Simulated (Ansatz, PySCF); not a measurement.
CH₄BrFSi. Atoms are numbered in the order given.

```xyz
8

Si    -0.2554    -0.9002     0.3619
C     -2.1031    -0.8328     0.2757
F      0.2954    -1.9182    -0.7744
Br     0.5917     1.1050    -0.0625
H      0.2835    -1.3584     1.6659
H     -2.5311    -1.8327     0.4485
H     -2.4988    -0.1447     1.0379
H     -2.4270    -0.4779    -0.7141
```
Charge 0, spin multiplicity 1.

Geometry optimised at PBE0-D3(BJ)/def2-SVP.

Vertical ionisation energy (IE) and electron affinity (EA) in eV. Rows of orbital energies are one-electron estimates. Where ΔSCF, EOM or ADC give a negative EA the extra electron is unbound and the value depends on the basis.

| level | IE | EA |
|---|---|---|
| −ε(HOMO), −ε(LUMO), M06-2X/def2-TZVP (PySCF) | 9.72 | -1.23 |
| −ε(HOMO), −ε(LUMO), PBE/def2-TZVP (PySCF) | 7.22 | 0.46 |
| ΔSCF, PBE0/def2-SVPD (Ansatz), final states of multiplicity 2 and 2 | 10.79 | -1.39 |
| ΔSCF, PBE/def2-SVPD (Ansatz), final states of multiplicity 2 and 2 | 10.41 | -1.20 |

Question: What vertical singlet–triplet gap does ΔSCF give with PBE0/def2-SVPD (Ansatz, a first-principles code) and with PBE/def2-SVPD (Ansatz)? (The exact figures need the calculation; the answer reports its results.)

Answer: 6.91 and 6.50 eV (triplet above singlet where positive).
